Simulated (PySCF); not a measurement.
**Diatomics of Li with the fifth-period p block**

MP2 with double-zeta basis sets in PySCF, for the lowest determinant that a PBE0 search found; no spin–orbit coupling. De refers to high-spin ground-configuration atoms.

```csv
M,basis,"reference, frozen orbitals",state (unpaired electrons),Re (Å),ωe (cm⁻¹),De (eV)
In,def2-SVP,"RHF, 4",singlet (closed shell),3.032,270,0.62
Sn,def2-SVP,"UHF, 4","quartet (σ ↑, π ↑↑)",2.608,372,1.40
Sb,def2-SVP,"UHF, 4",triplet (π ↑↑),2.660,383,1.03
Te,def2-SVP,"UHF, 4",doublet (π ↑),2.514,451,2.23
I,def2-SVP,"RHF, 4",singlet (closed shell),2.412,492,3.50
```

The shortest bond is that of LiI (2.412 Å), the longest that of LiIn (3.032 Å). LiI is bound most strongly (3.50 eV) and LiIn least (0.62 eV).

The state changes along the series, so neighbouring rows are not always alike in their bonding.

Correlated steps freeze 4 core orbitals. Correlated levels converge slowly with the basis: in double zeta they bind strong bonds too weakly, by up to about 1 eV, and carry superposition errors of some tenths. These are scalar-relativistic numbers at best; spin–orbit coupling would shift them, the dissociation energy most. Where the molecule has an RHF reference, its open-shell atoms are computed with UHF. States were picked by a PBE0 search and need not be the measured ground states.
